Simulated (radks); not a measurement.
The numbers below are computed, except where a source is named.
Q: Radial electron density D(r) = 4 pi r^2 rho(r) of an atom or ion with 19 electrons. Code: a radial shooting solver on a logarithmic mesh with Libxc functionals. Model: Dirac Kohn-Sham, PBE, spin-unpolarised, spherical densities, finite nucleus; Fermi nuclear charge, rms radius of each element as measured or else 0.836 A^(1/3) + 0.57 fm.

r (bohr)  D(r) (e/bohr)
0.006963          3.845
0.007914          4.737
0.008995          5.801
0.01022           7.057
0.01162           8.519
0.01321           10.20
0.01501           12.08
0.0172            14.29
0.01954           16.53
0.02221           18.84
0.02525           21.13
0.02869           23.27
0.03261           25.13
0.03706           26.53
0.04212           27.35
0.04788           27.48
0.05441           26.91
0.06185           25.73
0.07085           24.07
0.08053           22.48
0.09153           21.28
0.104             20.86
0.1182            21.47
0.1344            23.10
0.1527            25.42
0.1736            27.82
0.1973            29.49
0.2242            29.70
0.2569            27.85
0.292             24.26
0.3318            19.57
0.3771            14.82
0.4286            11.08
0.4872            9.036
0.5537            8.746
0.6293            9.625
0.7153            10.72
0.8129            11.14
0.9239            10.45
1.059             8.609
1.203             6.333
1.367             4.117
1.554             2.357
1.766             1.186
2.007            0.5227
2.282            0.2011
2.593           0.06733
2.947           0.01958
3.35           0.004925
3.838         0.0009522
4.362         0.0001657

What is the nuclear charge?

A: Z = 23. The innermost maximum, from 1s, lies near gamma/Z bohr with gamma = sqrt(1 - (Z/c)^2) = 0.986, here 0.0429 bohr (found: 0.0460), and its height grows with Z. The density is that of the vanadium ion V4+ in [Ar] 3d1; the configuration itself is not fixed sharply by these data, and Z only to about a unit. D(r) has 3 maxima, at r = 0.0460, 0.214, 0.806 bohr, and minima at 0.103, 0.532 bohr, inside which lie 2.14, 10.44 electrons.
